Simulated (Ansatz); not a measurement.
Compare A (`O[SiH2]N[SiH2]Cl`) with its isomer B (`N[SiH](Cl)O[SiH3]`).

Computed with Ansatz on PBE0-D4/def2-TZVP structures; ΔE is electronic, products minus reactants. CBS: MP2 limit from def2 TZ/QZ plus the TZ coupled-cluster correction, frozen cores. DFT in def2-TZVPP. B3LYP here is the variant with VWN-RPA as its local correlation; programs differ in this. Each species was taken in one conformer, which may not be the lowest.

Task: Which isomer does CCSD(T)/CBS put lower? Give the gap. (An estimate is asked.)

Result: The calculation gave: B, by 12.5 kcal/mol.

Task: Give E(B) − E(A) in kcal/mol with ωB97M-V, r2SCAN-D4, HF/def2-TZVPP, PBE0-D4, CCSD(T)/def2-TZVPP, B2PLYP, B3LYP. (Estimate.)

Result: The calculation gave: ωB97M-V -12.5, r2SCAN-D4 -12.9, HF/def2-TZVPP -15.5, PBE0-D4 -11.8, CCSD(T)/def2-TZVPP -12.4, B2PLYP -12.9, B3LYP -12.9. None reverses the order clearly.

Largest T1 diagnostic: 0.011.

In def2-TZVPP, CCSD(T) changes the Hartree–Fock value by +3.1 kcal/mol (the triples alone add +0.5 kcal/mol) and MP2 by +3.2 kcal/mol. From PBE to PBE0 (25 % exact exchange), in def2-TZVPP and without D4, E(B) − E(A) moves by −0.8 kcal/mol.
